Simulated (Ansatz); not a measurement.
Q: Name a neutral molecule of B, C, O, Si and H with HOMO energy (B3LYP/def2-TZVPP) between -7.35 and -7.05 eV and size of the dipole moment (B3LYP/def2-TZVPP) between 1.80 and 2.10 D (Ansatz, PBE0-D4/def2-TZVP geometry).

A: `C[SiH]([SiH3])BO` (-7.20 eV, 1.94 D); `B[SiH](O)C=O` (-7.05 eV, 1.82 D); `CBOC1O[SiH2]1` (-7.17 eV, 1.87 D); `[SiH3]B1C[SiH2]O1` (-7.24 eV, 1.96 D). Other molecules can fit too; these were computed, each in one conformer that needn't be the lowest.

B3LYP here is the variant with VWN-RPA as its local correlation; programs differ in this.
